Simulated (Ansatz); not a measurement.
(MgS)4 ring (Mg4S4). Charge 0, multiplicity 1. Geometry PBE0-D4/def2-SVP, basis def2-TZVP, Ansatz.

| run | HOMO (eV) | LUMO (eV) |
| --- | --- | --- |
| A | -9.04 | -1.03 |
| B | -5.83 | -3.01 |
| C | -6.10 | -2.81 |
| D | -9.56 | -0.71 |
| E | -6.94 | -2.41 |
| F | -7.12 | -2.33 |

LC-ωPBE has ω = 0.4 bohr⁻¹. Another isomer (singlet) lies 1.95 eV lower at PBE0-D4/def2-TZVP; other spin states weren't run for this one.

The runs used LC-ωPBE, PBE, PBE0, r2SCAN, r2SCAN0, ωB97M-V. Estimate which is which.

A ωB97M-V (range-separated); B PBE (0 % exact exchange); C r2SCAN (0 % exact exchange); D LC-ωPBE (range-separated); E PBE0 (25 % exact exchange); F r2SCAN0 (25 % exact exchange). Exact exchange lowers occupied and raises empty levels; among semilocal functionals meta-GGAs tend to open the gap a little, and such runs are hard to tell apart. The gap grows from 2.82 eV (PBE) to 8.86 eV (LC-ωPBE).
